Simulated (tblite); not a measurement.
Species: C4H11P2Si (doublet state).
SMILES with atom numbers: `[CH2:1]=[C:2][CH2:3][CH2:4][SiH:5]([PH2:6])[PH2:7]` (hydrogens: H8, H9 on C1; H10, H11 on C3; H12, H13 on C4; H14 on Si5; H15, H16 on P6; H17, H18 on P7)
Bond orders are those of one Lewis drawing.

Computed with GFN2-xTB (tblite), gas phase: L-BFGS steps from a force-field or distance-geometry start until the largest atomic force falls under 0.01 eV/Å.

At the end of the run (lengths in Å): P6–H16 1.512, C4–Si5 1.912, P6–H15 1.392, Si5–P6 2.233, Si5–P7 2.250, P7–H17 1.382, P7–H18 1.383, C1–C2–C3 127.6°, P6–Si5–P7 111.6°, C4–Si5–P6 97.9°, C3–C4–Si5 106.6°, C1–C2–C3–C4 -120°, C2–C3–C4–Si5 -50°, C3–C4–Si5–P6 23°, H12–C4–Si5–P6 145°, H14–Si5–C4–C3 138°.

**Question.** These geometries were met on the way; a selection of coordinates is given. Order them by energy above the end point, lowest first.
A. P6–H16 1.402, C4–Si5 1.847, P6–H15 1.414, Si5–P6 2.219, Si5–P7 2.221, P7–H17 1.412, P7–H18 1.408, C1–C2–C3 178.5°, P6–Si5–P7 106.3°, C4–Si5–P6 110.9°, C3–C4–Si5 117.9°, C1–C2–C3–C4 -126°, C2–C3–C4–Si5 -71°, C3–C4–Si5–P6 -67°, H12–C4–Si5–P6 55°, H14–Si5–C4–C3 56°
B. P6–H16 1.527, C4–Si5 1.908, P6–H15 1.398, Si5–P6 2.224, Si5–P7 2.238, P7–H17 1.385, P7–H18 1.380, C1–C2–C3 127.8°, P6–Si5–P7 131.2°, C4–Si5–P6 99.3°, C3–C4–Si5 108.0°, C1–C2–C3–C4 -115°, C2–C3–C4–Si5 -22°, C3–C4–Si5–P6 -12°, H12–C4–Si5–P6 108°, H14–Si5–C4–C3 93°
C. P6–H16 1.401, C4–Si5 1.915, P6–H15 1.419, Si5–P6 2.274, Si5–P7 2.286, P7–H17 1.389, P7–H18 1.365, C1–C2–C3 139.9°, P6–Si5–P7 118.3°, C4–Si5–P6 111.1°, C3–C4–Si5 106.9°, C1–C2–C3–C4 -129°, C2–C3–C4–Si5 -36°, C3–C4–Si5–P6 -24°, H12–C4–Si5–P6 97°, H14–Si5–C4–C3 93°
D. P6–H16 1.451, C4–Si5 1.928, P6–H15 1.338, Si5–P6 2.228, Si5–P7 2.246, P7–H17 1.402, P7–H18 1.386, C1–C2–C3 130.1°, P6–Si5–P7 128.3°, C4–Si5–P6 100.9°, C3–C4–Si5 108.0°, C1–C2–C3–C4 -114°, C2–C3–C4–Si5 -23°, C3–C4–Si5–P6 -13°, H12–C4–Si5–P6 107°, H14–Si5–C4–C3 94°
E. P6–H16 1.501, C4–Si5 1.918, P6–H15 1.395, Si5–P6 2.238, Si5–P7 2.252, P7–H17 1.385, P7–H18 1.383, C1–C2–C3 128.6°, P6–Si5–P7 128.5°, C4–Si5–P6 98.0°, C3–C4–Si5 109.4°, C1–C2–C3–C4 -121°, C2–C3–C4–Si5 -25°, C3–C4–Si5–P6 -10°, H12–C4–Si5–P6 114°, H14–Si5–C4–C3 94°

**Answer.** E (0.150 eV), B (0.243 eV), D (0.390 eV), C (0.774 eV), A (1.246 eV).

```csv
step,E above end (eV),"rms distance from the end, all atoms (Å)",largest force (eV/Å),rms shift of all bonds from the end (Å)
135,0.150,0.695,0.226,0.005
129,0.243,0.772,0.590,0.008
124,0.390,0.762,1.344,0.023
117,0.774,0.801,0.591,0.033
0,1.246,1.593,1.750,0.035
```

Rows stand in the order of the answer.
